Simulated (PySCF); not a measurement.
## [Dy(H2O)3]2+ at several levels of theory

Computed with PySCF 2.14.0 (density fitting, no spin-orbit coupling) at the geometry relaxed with PBE0:

```xyz
10
[Dy(H2O)3]2+ (singlet in the valence; each metal's 4f electrons, 10 of them, lie in its core potential, out of spins and levels)
Dy    0.0000    0.0000    0.0000
O     2.4480    0.0000    0.0000
H     3.0494   -0.6052    0.4676
H     3.0494    0.6051   -0.4676
O    -1.2240    2.1200    0.0000
H    -1.0006    2.9435    0.4676
H    -2.0487    2.3383   -0.4676
O    -1.2240   -2.1200    0.0000
H    -2.0488   -2.3383    0.4676
H    -1.0007   -2.9434   -0.4676
```

| level | basis | state | HOMO (eV) | gap (eV) | charge on Dy1 (e) | population of f-type functions on Dy1 (polarisation alone where 4f lies in the core) | dipole about the centre of mass (D) | largest force component (eV/Å) |
| --- | --- | --- | --- | --- | --- | --- | --- | --- |
| PBE0 | Dy lcecp-0-SVP with ECP56, O def2-SVP, H def2-SVP | singlet | – | – | 1.41 | 0.01 | 0.00 | 0.01 |
| BP86 | the same | singlet | – | – | 1.32 | 0.02 | 0.00 | 0.66 |
| PBE0 | Dy lcecp-0-TZVP with ECP56, O def2-TZVP, H def2-TZVP | singlet | – | – | 1.68 | 0.02 | 0.00 | 0.35 |

In the lcecp rows the 4f levels are missing from HOMO and gap, and the state counts the valence alone.

Charges are Mulliken's, which hang on the basis. The relaxation used the grid (50, 194), these runs (75, 302) or, all-electron (x2c bases, spin-free X2C Hamiltonian), (99, 590).

(1) What does CAM-B3LYP with Dy lcecp-0-SVP with ECP56, O def2-SVP, H def2-SVP give here?

A frequency check found unstable modes (3, the lowest at -20 cm⁻¹), so the relaxed geometry is a saddle point, or these are noise. An lcecp potential fixes the number of 4f electrons, so in runs with it no electron can move into or out of that shell; real Dy(II) is rare or takes another configuration.

Results:

(1) state singlet, charge on Dy1 (e) 1.38, population of f-type functions on Dy1 (polarisation alone where 4f lies in the core) 0.02, dipole about the centre of mass (D) 0.00, largest force component (eV/Å) 0.15. Time: 6.6 s on 2 threads of Arm Neoverse V1, on a shared host, from an already converged density.
